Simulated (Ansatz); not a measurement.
A structure relaxed at PBE0-D4/def2-TZVP, charge 0, multiplicity 1:

Cartesian coordinates in Å:
```
N 0.249 1.058 1.495
C 0.582 0.741 0.103
B -0.146 -0.460 -0.559
C -0.581 -1.458 -1.512
N -1.109 -1.501 -0.325
H -0.742 1.251 1.576
H 0.418 0.248 2.081
H 1.665 0.580 0.028
H 0.418 1.636 -0.510
H -0.752 -2.094 -2.377
```

Task: Give its formula and SMILES.

Result: C2H5BN2, `NCB1C=N1`.

Task: Point group (tolerance 0.08 Å, 0.16 Å for H)?

Result: Cs.

Task: Summarise the bond lengths by kind.

Result: 2 × C–N 1.300 to 1.466 Å; 2 × H–N 1.013 Å; 2 × B–C 1.447 to 1.553 Å; 3 × C–H 1.087 to 1.097 Å; 1 × B–N 1.437 Å.

All numbers were calculated with Ansatz.
